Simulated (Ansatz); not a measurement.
Mulliken charges of C2H5ClSi, SMILES `[SiH3]/C=C/Cl` from r2SCAN/def2-TZVPP in Ansatz (PBE0-D4/def2-TZVP geometry).

| atom | x (Å) | y (Å) | z (Å) | charge (e) |
| --- | --- | --- | --- | --- |
| Si1 | -0.798 | 1.078 | 0.034 | 0.333 |
| C2 | -0.168 | -0.670 | 0.014 | -0.254 |
| C3 | 1.130 | -0.929 | -0.057 | 0.053 |
| Cl4 | 1.795 | -2.519 | -0.081 | -0.095 |
| H5 | 0.363 | 2.003 | -0.038 | -0.073 |
| H6 | -1.700 | 1.321 | -1.122 | -0.070 |
| H7 | -1.567 | 1.341 | 1.280 | -0.070 |
| H8 | -0.862 | -1.505 | 0.060 | 0.074 |
| H9 | 1.897 | -0.165 | -0.106 | 0.102 |

Q: By hand: the dipole of these point charges (1 e Å = 4.8032 D).

A: Σ q r = (-0.002, 0.258, -0.002) e Å, of length 0.258 e Å = 1.24 D.

Q: How does the dipole of the full density compare? (Estimate.)

A: The calculation gave: (-0.064, 0.133, 0.002) e Å, 0.71 D; the point charges give 1.75 times that, at 25° from its direction.

Point charges leave out the atoms' own dipoles, such as those of lone pairs, and Mulliken's split depends on the basis, so the two needn't agree.
